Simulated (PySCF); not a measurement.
**Potential energy of RbSi⁺ along the bond**

Set-up: basis Rb def2-SVPD with ECP28, Si def2-SVPD; scalar-relativistic core potentials; PySCF 2.14. Energies in eV from Rb⁺ + Si in their ground configurations at the same level. State: ³Π (triplet), unpaired electrons σ ↑, π ↑.

| R (Å) | UHF-CCSD(T) |
| --- | --- |
| 3.483 | -0.2024 |
| 3.638 | -0.2456 |
| 3.754 | -0.2616 |
| 3.870 | -0.2678 |
| 3.986 | -0.2671 |
| 4.141 | -0.2587 |
| 4.334 | -0.2412 |
| 4.567 | -0.2159 |

**Question.** Put a parabola through the three lowest points of the UHF-CCSD(T) curve and estimate Re, k and ωe (reduced mass 21.04 u; 1 eV/Å² = 0.16022 mdyn/Å; ωe = 1302.8·√(k/μ) cm⁻¹).

**Answer.** Through R = 3.754, 3.87, 3.986 Å the second-order coefficient is 0.256 eV/Å², so Re ≈ 3.916 Å, k ≈ 0.0822 mdyn/Å and ωe ≈ 81 cm⁻¹. A polynomial fit of higher order to the unrounded UHF-CCSD(T) energies gives Re = 3.911 Å, k = 0.0730 mdyn/Å, ωe = 76.7 cm⁻¹; anharmonicity and rounding make the difference.

The higher-order fit for each curve: UHF-CCSD(T): Re = 3.911 Å, ωe = 76.7 cm⁻¹, De = 0.268 eV.

Correlated steps freeze 5 core orbitals. The bond is weak. Basis-set superposition, not corrected here, can be much of De in a small basis, most of all at correlated wavefunction levels. Spin–orbit coupling is left out. For an ion De counts to the pair picked by the measured ionisation energies or electron affinities, which need not be the lowest pair at this level. The state was picked by a PBE0 search and need not be the measured ground state.
